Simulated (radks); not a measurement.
The numbers below are computed, except where a source is named.
Problem. These are the eigenvalues of the occupied orbitals of an atom or ion with whole-number occupations (hartree). Level of theory: Dirac Kohn-Sham, PBEsol, spin-unpolarised, spherical densities, point nucleus (a radial shooting solver on a logarithmic mesh with Libxc functionals).

1s1/2: -2877.754
2s1/2: -505.7865
2p1/2: -484.7740
2p3/2: -421.2610
3s1/2: -119.3703
3p1/2: -109.9481
3p3/2: -95.98789
3d3/2: -80.31137
3d5/2: -77.30204
4s1/2: -26.23650
4p1/2: -22.24241
4p3/2: -18.91417
4d3/2: -12.37669
4d5/2: -11.75786
5s1/2: -4.49688
4f5/2: -3.40436
4f7/2: -3.27739
5p1/2: -3.22091
5p3/2: -2.66734
5d3/2: -0.98139
5d5/2: -0.92610

Which element is it, and in what charge state? The configuration may be excited. Open shells, if any, fill j = l - 1/2 first.

Solution. Z = 78, platinum, charge +2: Pt2+ in [Xe] 4f14 5d8. The list shows which subshells hold electrons but not how many an open one holds; the 1s level, -2877.8 hartree, gives Z - s = 75.9 by -(Z - s)^2/2, which with screening and relativity narrows Z to a few neighbours, and the depths of the outer levels then fix element, charge and occupations together.
